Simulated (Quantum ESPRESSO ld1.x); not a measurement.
Nb4+, 37 electrons, occupied as [Kr] 4d1 (the NIST ground configuration). Calculated with ld1.x of Quantum ESPRESSO 7.5: non-relativistic Kohn-Sham, revPBE, spin-unpolarised, spherical densities, point nucleus; relativity is left out, which matters for an element this heavy. Some entries of the table are withheld. Estimate them.

orbital,occ.,eigenvalue (hartree),<1/r> (bohr^-1)
1s,2,(1),40.49
2s,2,-94.6006,9.107
2p,6,-87.0507,(2)
3s,2,-17.1682,3.139
3p,6,-14.3000,3.044
3d,10,-9.06459,2.859
4s,2,-3.69326,1.163
4p,6,-2.87735,1.059
4d,1,-1.61252,0.8194

Answer. 
(1) 1s eigenvalue (hartree): -676.464
(2) 2p <1/r> (bohr^-1): 9.098
